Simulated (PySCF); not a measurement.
System: C6H11, net charge 0, doublet state. It need not be the lowest isomer of its formula. SMILES: C(/C=C\C)([CH2])C
Geometry from a B3LYP-D3(BJ)/def2-TZVP (Ansatz) optimisation:
```xyz
17

C      2.3396    -0.2905    -0.5588
C      1.5130    -0.3265     0.6888
C      0.1974    -0.1506     0.8010
C     -0.7953     0.1430    -0.3034
C     -1.2408     1.5621    -0.1706
C     -1.9721    -0.8370    -0.2479
H      1.7473    -0.1127    -1.4549
H      3.0960     0.4976    -0.4968
H      2.8807    -1.2316    -0.6925
H      2.0684    -0.5178     1.6029
H     -0.2420    -0.1940     1.7939
H     -0.2913     0.0248    -1.2662
H     -2.1117     1.8109     0.4227
H     -0.5862     2.3678    -0.4735
H     -2.6891    -0.6265    -1.0434
H     -1.6268    -1.8665    -0.3541
H     -2.4956    -0.7546     0.7079
```
Charge 0, spin multiplicity 2.

Dispersion corrections to the total energy (kcal/mol) from the dftd3 and dftd4 libraries through PySCF: D3(BJ) without and D4 with the three-body term, each with the damping fitted for the functional named.

```
functional  D3(BJ)      D4
----------  ------  ------
TPSSh        -9.72     ___
BLYP        -17.41     ___
B2GP-PLYP    -4.52   -3.37
BP86        -12.78  -10.41
PBE          -8.55   -7.94
HF          -61.94     ___
CAM-B3LYP    -6.40   -6.71
```

Q: Fill in the missing entries.

A: 
- TPSSh, D4: -9.78
- BLYP, D4: -17.48
- HF, D4: -28.92
